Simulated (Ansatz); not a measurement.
Cost and result for the atomization energy of `F[CH2][GaH2]` (7 atoms, 6 bonds).

Total charge 0; spin multiplicity 1. Correlated methods include outer-core shells of Ga, which these sets cover unevenly. Scalar relativity is left out up to krypton. The structure was optimised at the PBE0-D4/def2-TZVP level. Program: Ansatz. Hardware: A = 2 threads of an AMD EPYC 7R13 on a shared host; B = 2 threads of an AMD EPYC 7R13 on a shared host and a share of an NVIDIA H100 80 GB. Times are those of one run each, without the atoms' runs, and a repeat can differ threefold. Electronic energies, without spin–orbit coupling; frozen cores. CCSD(T)/CBS adds CCSD(T) − MP2 in def2-TZVPP to the MP2 limit, and its time is that of the two runs behind it. T1 = 0.013. With those shells the extrapolation isn't a true limit. HSE06 is the plane-wave form, built on full-range PBE exchange.

CCSD(T)/CBS is a level of theory with its own doubt, some kJ/mol a heavy atom from the limit and from the frozen cores, so smaller differences don't rank the functionals.

| level | functions | wall time | atomization (kcal/mol) | difference from CCSD(T)/CBS | per bond |
| --- | --- | --- | --- | --- | --- |
| LDA (SPW92)/def2-TZVPP [A] | 166 | 0.9 s | 573.1 | 72.7 | 12.1 |
| PBE-D4/def2-TZVPP (with forces) [A] | 166 | 1.8 s | 504.3 | 3.9 | 0.7 |
| BHLYP-D4/def2-TZVPP [A] | 166 | 2.6 s | 482.2 | -18.2 | -3.0 |
| HSE06-D4/def2-TZVPP [A] | 166 | 2.8 s | 496.1 | -4.3 | -0.7 |
| CAM-B3LYP-D4/def2-TZVPP [A] | 166 | 3.1 s | 501.2 | 0.8 | 0.1 |
| CCSD(T)/def2-TZVPP [B] | 166 | 3.5 s | 490.5 | -9.9 | -1.6 |
| r2SCAN-D4/def2-TZVPP (with forces) [A] | 166 | 3.6 s | 500.3 | -0.1 | 0.0 |
| CCSD(T)/def2-SVP [A] | 80 | 3.6 s | 473.4 | -27.0 | -4.5 |
| B2PLYP/def2-TZVPP [A] | 166 | 4.1 s | 492.6 | -7.8 | -1.3 |
| ωB97X-V/def2-TZVPP [A] | 166 | 6.5 s | 501.7 | 1.3 | 0.2 |
| B97M-V/def2-TZVPP [A] | 166 | 6.5 s | 501.2 | 0.8 | 0.1 |
| CCSD(T)/def2-QZVPP [B] | 323 | 9.6 s | 497.1 | -3.3 | -0.6 |
| CCSD(T)/CBS(def2) | – | 13 s | 500.4 | 0.0 | 0.0 |

From PBE to PBE0 (25 % exact exchange), in def2-TZVPP and without D4, the atomization energy moves by −8.1 kcal/mol: exact exchange takes away binding that semilocal exchange gives to molecules. In def2-TZVPP, CCSD(T) changes the Hartree–Fock value by +130.0 kcal/mol (the triples alone add +6.3 kcal/mol) and MP2 by +134.9 kcal/mol; breaking electron pairs costs correlation energy, which Hartree–Fock lacks. Leaving LDA and LC-ωPBE aside and taking each functional with its dispersion term where it has one, the values spread over 22.1 kcal/mol, from BHLYP-D4 to PBE-D4. LDA lies +71.0 kcal/mol from PBE without D4, its usual overbinding.
